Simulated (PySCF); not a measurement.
CI2, SMILES I[C]I (connectivity only; charge and spin as stated), neutral, multiplicity 1. Heavy atoms are numbered as in [C:1]([I:2])[I:3].

Geometry optimised at B3LYP-D3(BJ)/def2-TZVP. The def2 effective core potentials stand for the cores of I; spin–orbit coupling is left out.

Method: CAM-B3LYP/def2-TZVPD (PySCF).

Mulliken values depend strongly on the basis, most of all with diffuse functions as here. ESP charges are fitted to the potential on shells at 1.4 to 2.0 van der Waals radii. Atomic charges (e), one atom of each kind:

```csv
atom,ESP fit,Mulliken
C1,[?],-0.22
I2,[?],0.11
```

Question: What belongs in the gaps? (Estimate from the structure and the level; the computed values follow.)

Answer: 
- C1, ESP fit: -0.19
- I2, ESP fit: 0.10
